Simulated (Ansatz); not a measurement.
Question: Name a neutral molecule of Cl, F, O, W and H with LUMO energy (ωB97M-V/def2-TZVPP) between -2.30 and -2.00 eV and HOMO energy (B3LYP/def2-TZVPP) between -8.50 and -8.20 eV (Ansatz, PBE0-D4/def2-TZVP geometry).

Answer: `[OH][W]([OH])([F])([Cl])([Cl])[Cl]` (-2.29 eV, -8.39 eV). Other molecules can fit too; these were computed, each in one conformer that needn't be the lowest.

B3LYP here is the variant with VWN-RPA as its local correlation; programs differ in this.
